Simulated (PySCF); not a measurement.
H3IrO3, SMILES [OH][Ir]([OH])[OH], multiplicity 1.

The structure is a stationary point at PBE0-D3(BJ)/def2-SVP. The spin state was assumed, not searched. The def2 effective core potentials stand for the cores of Ir; spin–orbit coupling is left out. One conformer was computed; it need not be the lowest.

Method: CAM-B3LYP/def2-TZVPD in PySCF.

Symmetry labels are those of the subgroup Cs that the program uses (full group Cs).

Task: List the valence orbital energies around the gap with their symmetry. (Estimate from the structure and the level; the computed values follow.)

Result: 
```csv
orbital,symmetry,energy (eV)
HOMO−7,A',-13.81
HOMO−6,A',-13.39
HOMO−5,A",-11.92
HOMO−4,A',-11.82
HOMO−3,A",-11.29
HOMO−2,A',-8.56
HOMO−1,A",-8.50
HOMO,A',-8.10
LUMO,A",-1.11
LUMO+1,A',-1.06
LUMO+2,A',0.21
LUMO+3,A',0.44
```
